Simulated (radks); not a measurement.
All-electron atom: Cu in [Ar] 3d10 4s1. All-electron calculation, Dirac Kohn-Sham, PBE, spin-unpolarised, spherical densities, finite nucleus; Fermi nuclear charge, rms radius 3.8823 fm. Program: a radial shooting solver on a logarithmic mesh with Libxc functionals.

Radial electron density D(r) = 4 pi r^2 rho(r):

```
   r/bohr * D(r) (the largest magnitude, 40.2, reaches the edge; | marks zero)
 0.003432 |  *
 0.003932 |   *
 0.004541 |    *
 0.005202 |     *
  0.00596 |       *
 0.006828 |         *
 0.007823 |           *
 0.009035 |              *
  0.01035 |                 *
  0.01186 |                     *
  0.01359 |                        *
  0.01569 |                             *
  0.01798 |                                 *
   0.0206 |                                     *
   0.0236 |                                         *
  0.02703 |                                            *
  0.03122 |                                               *
  0.03577 |                                               *
  0.04098 |                                               *
  0.04695 |                                             *
  0.05422 |                                           *
  0.06212 |                                        *
  0.07117 |                                      *
  0.08154 |                                     *
  0.09342 |                                       *
   0.1079 |                                           *
   0.1236 |                                                *
   0.1416 |                                                    *
   0.1622 |                                                      *
   0.1874 |                                                    *
   0.2147 |                                               *
   0.2459 |                                       *
   0.2818 |                               *
   0.3228 |                          *
   0.3728 |                       *
   0.4271 |                        *
   0.4894 |                           *
   0.5606 |                              *
   0.6475 |                             *
   0.7418 |                           *
   0.8499 |                      *
   0.9737 |                *
    1.116 |           *
    1.288 |       *
    1.476 |    *
    1.691 |   *
    1.937 |  *
    2.237 | *
    2.563 |*
    2.937 |*
    3.365 |*
    3.855 *
    4.452 *
      5.1 *
    5.843 *
    6.695 *
    7.732 *
    8.858 *
    10.15 *
```

D(r) has 3 maxima, at r = 0.0363, 0.165, 0.602 bohr, and minima at 0.0783, 0.376 bohr, inside which lie 2.11, 10.82 electrons.
